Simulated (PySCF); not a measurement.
Bonds: Si1-O2, Si1-O16, Si1-C30, Si1-C34, O2-C3, C3-C4, C3-C5, C3-C6, O16-C17, C17-C18, C17-C19, C17-C20. C4 carries H7, H8, H9; C5 carries H10, H11, H12; C6 carries H13, H14, H15; C18 carries H21, H22, H23; C19 carries H24, H25, H26; C20 carries H27, H28, H29; C30 carries H31, H32, H33; C34 carries H35, H36, H37.

Computed data (PySCF): NMR shieldings at PBE0/pcSseg-1/GIAO, geometry from PBE0-D3(BJ)/def2-SVP. No solvent, one computed conformer, relativity neglected, averaged over atoms made equivalent by symmetry, fast rotation or ring inversion.

References, each an isolated molecule treated in the same way: TMS for 13C (σref 184.41) and 1H (σref 31.27) and 29Si (σref 351.99); 17O (σref 334.56) vs H2O.

```json
{"atoms": "O2/O16", "nucleus": "17O", "count": "2", "δ (ppm)": "110.6"}
{"atoms": "C30/C34", "nucleus": "13C", "count": "2", "δ (ppm)": "4.1"}
{"atoms": "Si1", "nucleus": "29Si", "count": "1", "δ (ppm)": "-6.4"}
{"atoms": "H31/H32/H33/H35/H36/H37", "nucleus": "1H", "count": "6", "δ (ppm)": "?"}
{"atoms": "C3/C17", "nucleus": "13C", "count": "2", "δ (ppm)": "71.5"}
{"atoms": "H7/H8/H9/H10/H11/H12/H13/H14/H15/H21/H22/H23/H24/H25/H26/H27/H28/H29", "nucleus": "1H", "count": "18", "δ (ppm)": "?"}
{"atoms": "C4/C5/C6/C18/C19/C20", "nucleus": "13C", "count": "6", "δ (ppm)": "33.1"}
```

**Question.** Complete the table.

**Answer.** 
- H7/H8/H9/H10/H11/H12/H13/H14/H15/H21/H22/H23/H24/H25/H26/H27/H28/H29: 1.29 ppm, hydrogen on a carbon bonded to C
- H31/H32/H33/H35/H36/H37: 0.12 ppm, hydrogen on a carbon bonded to Si

Shifts are as computed. Against solution values, carbons near 30 ppm lie about +2 ppm off and those near 130 ppm about +5 ppm. Of 1313 compounds with measured shifts, 239 miss one by over three times the rms of a fit or turn the order of signals round; such compounds aren't used in these exercises. Experimental scales use liquid or dissolved standards, which lie at an offset from isolated H2O (liquid H2O: subtract about 36 ppm).
